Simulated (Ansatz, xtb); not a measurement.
Two isomers of C6H7NO2

We compare X, `C=C(O)C1=C[C@@H]1C(N)=O`, a singlet, with Y, `CC(=O)C1=C[C@@H]1C(N)=O`, a singlet. Both are isolated molecules in the gas phase, relaxed with B3LYP/def2-SVP; the shapes shown needn't be the lowest conformers.

X (Å):

```xyz
16

C    -0.2229   -0.6172   -2.0785
C     0.9690   -0.6499   -1.4485
C     1.1907    0.0465   -0.2006
C     1.9654    0.4240    0.7762
C     0.5444    0.9363    0.8320
C    -0.4682    0.4025    1.8252
N    -0.2695   -0.8817    2.2498
O     2.0734   -1.3112   -1.8875
O    -1.3960    1.0896    2.2137
H    -1.0542   -0.0602   -1.6472
H    -0.3846   -1.1367   -3.0271
H     1.8699   -1.7461   -2.7272
H     2.9378    0.4506    1.2599
H     0.3192    1.9854    0.5891
H    -0.9376   -1.2798    2.8977
H     0.4895   -1.4536    1.9047
```

Y (Å):

```xyz
16

C     3.1363    0.5591    0.6032
C     1.7533    0.1741    0.1402
C     0.6165    0.5391    1.0040
C     0.0402    0.5334    2.1749
C    -0.8757    0.7950    1.0094
C    -1.8974   -0.2405    0.5571
N    -1.3935   -1.2226   -0.2430
O     1.5453   -0.4319   -0.8970
O    -3.0645   -0.1714    0.8994
H     3.2316    1.6579    0.6169
H     3.3044    0.2107    1.6353
H     3.8891    0.1306   -0.0714
H     0.0820    0.3253    3.2420
H    -1.2422    1.8220    0.8584
H    -2.0444   -1.9098   -0.6061
H    -0.4723   -1.1385   -0.6682
```

Q: Estimate E(Y) − E(X) at the level CCSD(T)/def2-SVP + ΔMP2/def2-TZVPP.

A: Calculated at CCSD(T)/def2-SVP + ΔMP2/def2-TZVPP: E(Y) − E(X) = −8.0 kcal/mol, so structure Y lies lower.

How the difference moves with the method:

```tsv
level	geometry	E(Y) − E(X) (kcal/mol)	departure from the last row (kcal/mol)	job, with rough time for the two
GFN2-xTB	GFN2-xTB	−6.8	+1.2	optimisation, 1.1 s
HF/STO-3G	GFN2-xTB	−17.7	−9.7	single point, 1.2 s
r2SCAN-D4/def2-SVP	GFN2-xTB	−9.4	−1.4	single point, 8.1 s
B3LYP/def2-SVP	B3LYP/def2-SVP	−10.1	−2.1	optimisation, 2.9 min
HF/def2-SVP	B3LYP/def2-SVP	−10.8	−2.8	part of the CCSD(T) run
MP2/def2-SVP	B3LYP/def2-SVP	−11.7	−3.7	part of the CCSD(T) run
CCSD(T)/def2-SVP	B3LYP/def2-SVP	−12.0	−4.0	single point
CCSD(T)/def2-SVP + ΔMP2/def2-TZVPP	B3LYP/def2-SVP	−8.0		single point, 3.4 min
```

As drawn, Y has 1 C–C, 1 C=O, 1 C–H in place of 1 C=C, 1 C–O, 1 O–H.

The levels shown agree on the order. The largest departure from CCSD(T)/def2-SVP + ΔMP2/def2-TZVPP is that of HF/STO-3G, 9.7 kcal/mol. The last row adds to CCSD(T) the change of the MP2 difference between the two basis sets, here +4.0 kcal/mol, a large step that makes the value less sure.

With thermal terms from frequencies at re-optimised GFN2-xTB minima (ideal gas, soft modes damped towards free rotors, one conformer each, 298.15 K, 1 atm): on the last row, ΔE + ΔZPE = −7.7, ΔH = −7.7, ΔG = −7.8 kcal/mol.

The correlated steps freeze 9 core orbitals. Programs: Ansatz 0.2.0, xtb 6.7.1; the last row on 2 threads of Intel(R) Xeon(R) Platinum 8375C CPU @ 2.90GHz (Ice Lake) on a shared host.
